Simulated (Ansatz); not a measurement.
HfO2, triplet, geometry from GFN2-xTB (such geometries of metal compounds can be far from the true shape) (the multiplicity is a formal guess) (core potentials on Hf); B97M-V/def2-TZVP (Ansatz, a first-principles code).

Ansatz was given this input:
Ansatz 0.2 input:
```yaml
crystal:
  periodic: [false, false, false]
  atoms:
    - {symbol: Hf, position_ang: [0.04722398, -0.00054983, 0.05578566]}
    - {symbol: O, position_ang: [1.10121645, 0.29859966, -1.36021799]}
    - {symbol: O, position_ang: [-1.52623229, -0.29365116, 0.85814707]}
basis:
  gaussian:
    orbitals: def2-TZVP
hamiltonian:
  xc: {name: B97M-V}
magnetization: {spin_polarized: true, initial_magnetization: 2}
```

Question: Write the output that Ansatz gives for this input, abridged.

Answer: 
```
Functional definition: B97M-V
647 factors; their error is unknown
mean field evaluation 1: about -5388.0766 eV, gradient 5.6e1 eV
mean field evaluation 2: about -5139.7464 eV, gradient 2.0e2 eV
mean field evaluation 4: about -5399.4737 eV, gradient 7.4e0 eV
mean field evaluation 8: about -5399.7415 eV, gradient 1.1e-1 eV
mean field evaluation 16: about -5399.7368 eV, gradient 5.8e-5 eV
mean field evaluation 32: about -5398.5944 eV, gradient 8.5e-1 eV
mean field -5399.73681033 eV, -198.4366677066 hartree, gradient 5.8e-5 eV, S^2 2.006789; 5 other end points of the search recorded, 0 dependent functions left out
reference -5399.73688903 eV, -198.4366705986 hartree; 15, 13 occupied and 87, 89 virtual orbitals, 647 factors
Total energy: -5399.73688903 eV, -198.4366705986 hartree
```
